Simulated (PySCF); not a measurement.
Bicyclo[2.2.2]octane, C8H14.
Atom-mapped SMILES: `[CH2:1]1[CH2:2][C@H:3]2[CH2:4][CH2:5][C@@H:6]1[CH2:7][CH2:8]2`

Probes without a nucleus sit at each ring's centroid and 1 Å off its mean plane on both sides; NICS is minus the shielding there, NICSzz its component along the normal. Level: GIAO PBE0/pcSseg-1 (PySCF, non-relativistic, gas phase) on the GFN2-xTB geometry, one conformer.

Ring bond lengths (Å), with Mayer bond orders in brackets: C1–C2 1.537 (1.02), C2–C3 1.529 (1.01), C3–C4 1.528 (1.01), C4–C5 1.537 (1.02), C5–C6 1.529 (1.01), C6–C1 1.529 (1.01); C1–C2 1.537 (1.02), C2–C3 1.529 (1.01), C3–C8 1.529 (1.01), C8–C7 1.537 (1.02), C7–C6 1.529 (1.01), C6–C1 1.529 (1.01).

Problem. What do the NICS probes read (ppm)?

Solution. 
```json
{"ring": "C1–C2–C3–C4–C5–C6", "type": "6-membered carbocycle; formal bonds all single", "NICS(0)": "-4.1", "NICS(1), two faces": "-2.0 / -6.9", "NICS(1)zz, two faces": "0.2 / -12.5", "rms pucker (Å)": "0.34", "centre to ring atoms, mean (Å)": "1.44"}
{"ring": "C1–C2–C3–C8–C7–C6", "type": "6-membered carbocycle; formal bonds all single", "NICS(0)": "-4.1", "NICS(1), two faces": "-2.0 / -6.9", "NICS(1)zz, two faces": "0.2 / -12.5", "rms pucker (Å)": "0.34", "centre to ring atoms, mean (Å)": "1.44"}
```

Problem. What do they say, and how far can they be read as aromaticity?

Solution. 
- C1–C2–C3–C4–C5–C6: mean NICS(1)zz -6.2 ppm, shielded. C1, C2, C3, C4, C5, C6 have four or more neighbours, so the value isn't read as a sign of a π ring current. The two faces differ by 12.7 ppm, so no symmetry operation interchanges them.
- C1–C2–C3–C8–C7–C6: mean NICS(1)zz -6.2 ppm, shielded. C1, C2, C3, C6, C7, C8 have four or more neighbours; no verdict on aromaticity is drawn. The two faces differ by 12.7 ppm, so no symmetry operation interchanges them.

Problem. At the first NICS(1) probe listed for ring C1–C2–C3–C4–C5–C6, 1 Å off the ring, what do the in-plane components average?

Solution. The isotropic value is a third of the trace: (3 × -2.0 − (0.2))/2 = -3.1 ppm.

Problem. How shielded are the nuclei of the rings and their hydrogens (means over atoms taken as equivalent)?

Solution. 
```json
{"atoms": "C1 (×6)", "environment": "ring CH2 carbon", "σ isotropic (ppm)": "158.0", "principal values of the symmetric part, first atom (ppm)": "149.0, 157.3, 167.9"}
{"atoms": "C3 (×2)", "environment": "sp3 carbon at a ring junction", "σ isotropic (ppm)": "160.2", "principal values of the symmetric part, first atom (ppm)": "157.7, 157.8, 165.2"}
{"atoms": "H on C1 (×12)", "environment": "methylene hydrogen", "σ isotropic (ppm)": "30.16", "principal values of the symmetric part, first atom (ppm)": "25.6, 27.7, 37.1"}
{"atoms": "H on C3 (×2)", "environment": "methine hydrogen", "σ isotropic (ppm)": "30.35", "principal values of the symmetric part, first atom (ppm)": "26.6, 26.6, 37.8"}
```

The run took 20 s of wall time on one thread of an x86-64 server (shared host). This is the whole shielding run at PBE0/pcSseg-1, SCF included.
